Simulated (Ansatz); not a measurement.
Mulliken charges of F₅HMoO (`[OH][Mo]([F])([F])([F])([F])[F]`) from PBE/def2-TZVPP in Ansatz (PBE0-D4/def2-TZVP geometry).

| atom | x (Å) | y (Å) | z (Å) | charge (e) |
| --- | --- | --- | --- | --- |
| O1 | -0.803 | 0.610 | -1.150 | -0.351 |
| Mo2 | 0.130 | -0.010 | 0.285 | 1.487 |
| F3 | -1.354 | -0.736 | 1.068 | -0.276 |
| F4 | 1.112 | -0.878 | 1.556 | -0.267 |
| F5 | 0.414 | -1.521 | -0.731 | -0.292 |
| F6 | -0.156 | 1.488 | 1.281 | -0.270 |
| F7 | 1.699 | 0.743 | -0.279 | -0.276 |
| H8 | -1.043 | 0.304 | -2.030 | 0.244 |

By hand: the dipole of these point charges (1 e Å = 4.8032 D).

Σ q r = (-0.250, 0.120, -0.434) e Å, of length 0.515 e Å = 2.47 D.

How does the dipole of the full density compare? (Estimate.)

Ansatz gave: (-0.294, 0.101, -0.555) e Å, 3.06 D; the point charges give 0.81 times that, at 5° from its direction.

Point charges leave out the atoms' own dipoles, such as those of lone pairs, and Mulliken's split depends on the basis, so the two needn't agree.
